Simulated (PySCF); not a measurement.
## Au: excitation energy

Au [Xe] 4f14 5d10 6s1 (2S) → Au [Xe] 4f14 5d9 6s2 (2D), as a difference of total energies. Computed with PySCF 2.14 in aug-cc-pwCVTZ-PP with ECP60MDF, with scalar relativity through the core potential. Correlated levels: valence: 5s2 5p6 frozen; valence and next inner shell: nothing frozen outside the core potential. The calculations carry no spin-orbit coupling.

| method | excitation energy (eV) | error (eV) |
| --- | --- | --- |
| UHF | 1.710 | -0.035 |
| LDA | 1.693 | -0.052 |
| PBE | 1.717 | -0.028 |
| PBE0 | 1.797 | +0.052 |
| r2SCAN | 1.641 | -0.104 |
| revPBE | 1.754 | +0.009 |
| MN15 | 1.534 | -0.211 |
| PW91 | 1.712 | -0.033 |
| MP2 (valence) | 1.934 | +0.189 |
| SCS-MP2 (valence) | 1.808 | +0.063 |
| MP2 (valence and next inner shell) | 1.696 | -0.049 |
| SCS-MP2 (valence and next inner shell) | 1.577 | -0.168 |

Reference: 1.745 eV (measured; NIST levels, between the centres of gravity of the two terms).

Errors of the correlated levels include the incompleteness of this basis and the frozen core.
